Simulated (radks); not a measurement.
Values are calculated unless marked as measured or tabulated.
Valence configurations of Ho+ (all share [Xe]). Level of theory: Dirac Kohn-Sham, BLYP, spin-unpolarised, spherical densities, finite nucleus; open shells fill j = l - 1/2 first; Fermi nuclear charge, rms radius 5.2022 fm (a radial shooting solver on a logarithmic mesh with Libxc functionals). Energies are relative to 4f11 6s1; eigenvalues in eV.

valence           E (eV)  e(4f5/2)  e(4f7/2)  e(5d3/2)  e(6p1/2)  e(6s1/2)
4f11 6s1           0.000    -9.929    -8.953         -         -    -9.001
4f11 5d0.5 6s0.5   1.101    -9.077    -8.103    -6.359         -    -8.655
4f11 5d1           2.290    -8.338    -7.364    -5.894         -         -
4f12               2.515    -4.204    -3.295         -         -         -
4f10 6s2           3.226   -18.327   -17.284         -         -   -10.475
4f10 5d1 6s1       4.288   -16.004   -14.964    -8.275         -    -9.646
4f10 6s1 6p1       7.037   -19.466   -18.422         -    -7.231   -11.100
4f9 5d1 6s2       13.489   -25.448   -24.340   -11.234         -   -11.016
4f9 5d1.5 6p1.5   19.368   -25.764   -24.657   -11.723    -7.484         -
4f9 5d1 6p2       21.672   -27.607   -26.498   -12.977    -7.997         -

NIST lists [Xe] 4f11 6s1 as the ground configuration; this level of theory agrees among the configurations tried. The energies are those of spherical spin-averaged densities, not of single terms.
